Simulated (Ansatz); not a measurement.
Program: Ansatz. Geometries: PBE0-D4/def2-TZVP. ΔE: electronic, gas phase. CBS: MP2 limit from def2 TZ/QZ plus the TZ coupled-cluster correction, frozen cores. One conformer a species, not always the lowest.

`C=N[SiH2]O[SiH3]` → `N=C(O)[SiH2][SiH3]`  (isomerisation)

| level | ΔE (kJ/mol) |
| --- | --- |
| MP2/def2-QZVPP | 266.6 |
| MP2/CBS(def2) | 266.5 |

Q: What does CCSD(T)/CBS give? (An estimate is asked.)

A: The calculation gave: +253.2 kJ/mol. The listed levels differ from it by 13.4, 13.3 kJ/mol.

Largest T1 diagnostic among the species: 0.015.

In def2-TZVPP, CCSD(T) changes the Hartree–Fock value by −46.6 kJ/mol (the triples alone add −8.6 kJ/mol) and MP2 by −33.3 kJ/mol. From PBE to PBE0 (25 % exact exchange), in def2-TZVPP and without D4, ΔE moves by +19.5 kJ/mol.
